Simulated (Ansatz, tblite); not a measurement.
Cost and result up the ladder for Ga(NH3)H3 (GaNH6) (8 atoms). Charge 0, multiplicity 1. Geometry: PBE0-D4/def2-TZVP.

```xyz
8

Ga    0.3779    0.6208   -0.8579
N    -0.3452   -0.5671    0.7836
H     0.2943   -1.3271    0.9845
H    -1.2516   -0.9646    0.5658
H    -0.4393   -0.0024    1.6198
H    -0.8057    1.6681   -0.9205
H     0.4228   -0.5141   -1.9586
H     1.7468    1.0864   -0.2167
```

Ansatz on 4 threads of AMD EPYC 7B13 on a shared host; xTB runs through tblite on one thread. Times are rough, summed over both states, and most runs start from the orbitals of an earlier one. CCSD(T)/def2-TZVPP serves as the yardstick here, not as an exact answer. The other state is a doublet.

The xTB rows come from tblite. Correlated methods freeze 10 core orbitals; core or outer-core shells of Ga are correlated, in sets that lack core-valence functions. HOMO above LUMO, or a gap near zero within one spin, warns that the state may not be the lowest or that an electron is smeared out.

Run but left out: PBE-D4/def2-TZVP (charge +1 doublet: an occupied level 0.21 eV above an empty one).

Correlated methods converge slowly with the basis.

Raw xTB energies of ions are shifted by several eV.

```tsv
level	functions	wall time
GFN2-xTB	19	0.004 s
GFN1-xTB	25	0.007 s
r2SCAN-D4/def2-TZVP	115	5.2 s
CCSD(T)/def2-TZVPP	163	63 s
```

**Question.** Estimate what each level gives for the vertical IE (eV).

**Answer.** 
| level | vertical IE (eV) | difference from CCSD(T)/def2-TZVPP (eV) | remarks |
| --- | --- | --- | --- |
| GFN2-xTB | 13.87 | 3.76 | – |
| GFN1-xTB | 14.67 | 4.55 | – |
| r2SCAN-D4/def2-TZVP | 9.75 | -0.37 | gap within one spin near zero (+1 doublet) |
| CCSD(T)/def2-TZVPP | 10.12 | 0.00 | – |
